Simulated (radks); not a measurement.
Results of a calculation; reference values are marked as such.
All-electron atom: Nd37+ in [Ar] 3d5 (the NIST ground configuration).

Code: a radial shooting solver on a logarithmic mesh with Libxc functionals. Model: scalar-relativistic Kohn-Sham, SCAN, spin-polarised, spherical densities, finite nucleus; open shells are filled with parallel spins first (spin-orbit coupling, left out, can overturn this in heavy ions); meta-GGA in the generalised Kohn-Sham scheme; Fermi nuclear charge, rms radius 4.9123 fm.

Energy parts (hartree):
total: -8634.6017
kinetic: 9246.1733
electron-nucleus: -19306.1809
Hartree: 1586.0873
exchange-correlation: -160.6814

Orbitals (lengths in bohr, moments of r in powers of bohr; <r^-3> diverges for s and p1/2; r(max) is where P^2 peaks):
\begin{tabular}{lrrrrr}
orbital & occ. & eigenvalue (hartree) & r(max) & <r^-3> & <1/r> \\ \hline
1s up & 1 & -1665.022 & 0.01510 & - & 66.04 \\
1s down & 1 & -1664.996 & 0.01510 & - & 66.05 \\
2s up & 1 & -325.4343 & 0.08524 & - & 15.35 \\
2s down & 1 & -324.5545 & 0.08516 & - & 15.38 \\
2p up & 3 & -298.1118 & 0.06878 & 9097 & 14.45 \\
2p down & 3 & -297.4225 & 0.06867 & 9138 & 14.47 \\
3s up & 1 & -115.1360 & 0.2361 & - & 5.920 \\
3s down & 1 & -114.1201 & 0.2367 & - & 5.879 \\
3p up & 3 & -106.4925 & 0.2296 & 2122 & 5.623 \\
3p down & 3 & -105.4362 & 0.2304 & 2086 & 5.582 \\
3d up & 5 & -95.76944 & 0.1853 & 297.7 & 5.356 \\
\end{tabular}

The highest occupied level is 3d up at -2606.0 eV. The spin density at the nucleus is -24.7 e/bohr^3 (1s -7.7, 2s -110.0, 3s 93.0). Summed over all electrons, <r^2> = 0.9420 bohr^2, which gives a Langevin (diamagnetic) susceptibility term of -0.746 x 10^-6 cm^3/mol. Spin moment in Bohr magnetons: 5. The density falls to 0.001 e/bohr^3 at r = 0.78 bohr. The electron density at the nucleus is 4.712e+05 e/bohr^3 (large components only). For comparison, the ionisation energy in NIST's Atomic Spectra Database is 2627 eV (theoretical). In exact Kohn-Sham theory the highest level is minus the ionisation energy, but local and semilocal functionals leave it too shallow, through self-interaction and a potential that decays too fast; potentials with the right tail come closer.

Empty levels of this run are not shown, since the potential may be unsettled where no density lies.
